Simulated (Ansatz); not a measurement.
Total energies of BCP, `Cc1cc(-c2ccccc2)c2ccc3c(-c4ccccc4)cc(C)nc3c2n1` from Ansatz at PBE-D4/def2-TZVP, gas phase (1 Eh = 27.2114 eV = 2625.5 kJ/mol). The reference geometry is relaxed at PBE-D4/def2-SVP.

```tsv
state	geometry	energy (Eh)
charge 0 singlet	reference	-1111.39540
charge 1 doublet	reference	-1111.12495
charge 1 doublet	relaxed at PBE-D4/def2-SVP	-1111.13996
charge -1 doublet	reference	-1111.41661
free C atom (triplet)	–	-37.79597
free N atom (quartet)	–	-54.53214
free H atom (doublet)	–	-0.49962
```

Single mean-field runs in def2-TZVP are fitted with def2-universal-jkfit.

**Question.** Work out the vertical ionisation energy to the doublet.

**Answer.** E(charge 1 doublet) − E(charge 0 singlet) = -1111.12495 − (-1111.39540) = 0.27045 Eh = 7.36 eV. For comparison, −ε of the highest occupied level is 5.31 eV at this level, 2.05 eV less.

**Question.** Work out the vertical electron affinity, to the doublet.

**Answer.** E(charge 0 singlet) − E(charge -1 doublet) = -1111.39540 − (-1111.41661) = 0.02121 Eh = 0.58 eV. The basis lacks diffuse functions, which makes affinities too small.

**Question.** Give the fundamental gap IE − EA, the Mulliken electronegativity (IE + EA)/2 and the hardness (IE − EA)/2.

**Answer.** From the values in Eh: IE − EA = 0.27045 − 0.02121 = 0.24924 Eh = 6.78 eV; (IE + EA)/2 = 3.97 eV; (IE − EA)/2 = 3.39 eV. The HOMO–LUMO gap of the same run is 3.06 eV, 3.72 eV smaller than the fundamental gap.

**Question.** How much does the charge 1 doublet relax, and what is the adiabatic ionisation energy?

**Answer.** Relaxation: -1111.12495 − (-1111.13996) = 0.01501 Eh = 0.41 eV. Adiabatic ionisation energy: 0.25544 Eh = 6.95 eV, without zero-point energy. 

**Question.** What is the binding energy per atom against free atoms?

**Answer.** Atoms: 26 × (-37.79597) + 2 × (-54.53214) + 20 × (-0.49962) = -1101.75190 Eh. Binding: -1101.75190 − (-1111.39540) = 9.64350 Eh = 262.41 eV, or 5.47 eV for each of 48 atoms (no zero-point energy, no counterpoise term).

At PBE-D4/def2-TZVP the gap within one spin of the charge 1 doublet nearly closes, so an electron or hole may be smeared out by delocalisation error. At PBE-D4/def2-TZVP the gap within one spin of the charge -1 doublet nearly closes, so an electron or hole may be smeared out by delocalisation error. At PBE-D4/def2-TZVP the highest occupied level of the charge -1 doublet lies above zero (up to 1.11 eV). By energy differences its removal costs 0.58 eV (vertical, to the charge 0 singlet, at PBE-D4/def2-TZVP); self-interaction error and the lack of diffuse functions both raise the level.
